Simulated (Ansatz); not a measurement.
Born–Oppenheimer molecular dynamics of C₃H₁₁NOSi (17 atoms, charge 0, multiplicity 1). It goes on from the last frame of an earlier run, with new velocities.

All numbers below come from Ansatz 0.2.0, RHF/def2-SVP.

```yaml
ensemble: NVE (velocity Verlet)
time_step: 0.5 fs
steps_asked: 150
starting_velocities_drawn_for: 1500 K
seed: 147577
```

First frame:

```xyz
17
Properties=species:S:1:pos:R:3
Si 0.075 -0.123 -0.067
N -0.021 -0.126 1.680
C -1.258 -0.380 2.425
H -2.011 -0.892 1.707
H -1.250 -1.001 3.301
H -1.732 0.561 2.633
C 1.113 0.242 2.561
H 1.275 -0.406 3.422
H 2.129 0.263 2.025
H 0.957 1.261 2.911
H 1.520 0.253 -0.361
O -0.764 1.179 -0.623
C -2.037 1.328 -1.004
H -2.519 1.903 -0.178
H -2.244 1.887 -1.877
H -2.543 0.390 -1.060
H -0.527 -1.310 -0.625
```

(1) How far do the bonds stretch over the last three quarters of this one trajectory? (Pairs bonded in most of those frames.)

Answers

(1) 
```csv
bond,mean (Å),spread (Å),shortest,longest
Si1–N2,1.736,0.060,1.63,1.83
Si1–H11,1.484,0.040,1.42,1.55
Si1–O12,1.658,0.043,1.57,1.71
Si1–H17,1.488,0.036,1.43,1.55
N2–C3,1.466,0.080,1.35,1.60
N2–C7,1.465,0.055,1.37,1.54
C3–H4,1.117,0.067,1.00,1.21
C3–H5,1.122,0.082,0.99,1.24
C3–H6,1.107,0.049,1.02,1.19
C7–H8,1.096,0.041,1.02,1.17
C7–H9,1.102,0.059,1.01,1.20
C7–H10,1.105,0.057,1.02,1.19
O12–C13,1.417,0.068,1.31,1.54
C13–H14,1.101,0.037,1.04,1.16
C13–H15,1.092,0.011,1.08,1.11
C13–H16,1.099,0.043,1.03,1.17
```

Mean temperature of the second half: 1053 K. The conserved energy stayed within 0.72 meV per atom of its start (net change 0.16 meV per atom), so the integration is sound. A run of 0.075 ps of so small a system gives no equilibrium averages.

The run took 7 min on 2 threads of Arm Neoverse V1, on a shared host, peak memory 0.38 GiB.
